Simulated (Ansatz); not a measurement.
Cost and result for the atomization energy of CH$_{7}$BGeS, SMILES `CS[BH][GeH3]` (11 atoms, 10 bonds).

```xyz
11

C    -0.817    1.795    1.428
S    -0.959    0.747   -0.042
B     0.405   -0.341   -0.013
Ge    0.588   -1.701   -1.545
H    -1.705    1.660    2.045
H    -0.757    2.837    1.114
H     0.073    1.524    1.992
H     1.198   -0.281    0.879
H     0.598   -3.139   -0.989
H    -0.547   -1.603   -2.580
H     1.923   -1.499   -2.288
```

The species carries charge 0 and has multiplicity 1. Correlated methods include outer-core shells of Ge, which these sets cover unevenly. Scalar relativity is left out up to krypton. The structure was optimised at the PBE0-D4/def2-TZVP level. It is one conformer, not always the lowest. Program: Ansatz. All runs use 4 threads of an Arm Neoverse V1 on a shared host. Times are those of one run each, without the atoms' runs, and a repeat can differ threefold. Electronic energies, without spin–orbit coupling; frozen cores. CCSD(T)/CBS adds CCSD(T) − MP2 in def2-TZVPP to the MP2 limit, and its time is that of the two runs behind it. T1 = 0.014. With those shells the extrapolation isn't a true limit. B3LYP takes the VWN-RPA correlation (the form of Gaussian; ORCA's B3LYP/G).

CCSD(T)/CBS is a level of theory with its own doubt, some kJ/mol a heavy atom from the limit and from the frozen cores, so smaller differences don't rank the functionals.

```tsv
level	functions	wall time
PBE-D4/def2-TZVPP (with forces)	250	2.9 s
PBE0-D4/def2-TZVPP	250	3.9 s
r2SCAN-D4/def2-TZVPP (with forces)	250	6 s
B3LYP-D4/def2-TZVPP (with forces)	250	6 s
B2PLYP/def2-TZVPP	250	7 s
ωB97X-V/def2-TZVPP	250	9 s
ωB97M-V/def2-TZVPP (with forces)	250	14 s
MP2/def2-QZVPP	483	28 s
CCSD(T)/def2-TZVPP	250	3.4 min
CCSD(T)/CBS(def2)	–	3.9 min
```

(1) What atomization energy does each give, and how far from CCSD(T)/CBS? (Best estimate.)

Answers

(1) The calculation gave: 
```tsv
level	atomization (kcal/mol)	difference from CCSD(T)/CBS	per bond
PBE-D4/def2-TZVPP (with forces)	862.0	8.5	0.9
PBE0-D4/def2-TZVPP	854.7	1.2	0.1
r2SCAN-D4/def2-TZVPP (with forces)	859.8	6.3	0.6
B3LYP-D4/def2-TZVPP (with forces)	852.7	-0.8	-0.1
B2PLYP/def2-TZVPP	843.2	-10.3	-1.0
ωB97X-V/def2-TZVPP	858.1	4.6	0.5
ωB97M-V/def2-TZVPP (with forces)	854.4	0.9	0.1
MP2/def2-QZVPP	847.8	-5.7	-0.6
CCSD(T)/def2-TZVPP	836.1	-17.4	-1.7
CCSD(T)/CBS(def2)	853.5	0.0	0.0
```

In def2-TZVPP, CCSD(T) changes the Hartree–Fock value by +195.6 kcal/mol (the triples alone add +11.1 kcal/mol) and MP2 by +197.3 kcal/mol; breaking electron pairs costs correlation energy, which Hartree–Fock lacks. From PBE to PBE0 (25 % exact exchange), in def2-TZVPP and without D4, the atomization energy moves by −6.5 kcal/mol: exact exchange takes away binding that semilocal exchange gives to molecules. The D4 term adds +8.5 kcal/mol with B3LYP and +4.4 kcal/mol with PBE0; it sums over pairs of atoms, weighted by their polarisabilities, and B3LYP, whose exchange is more repulsive, gets the larger term.
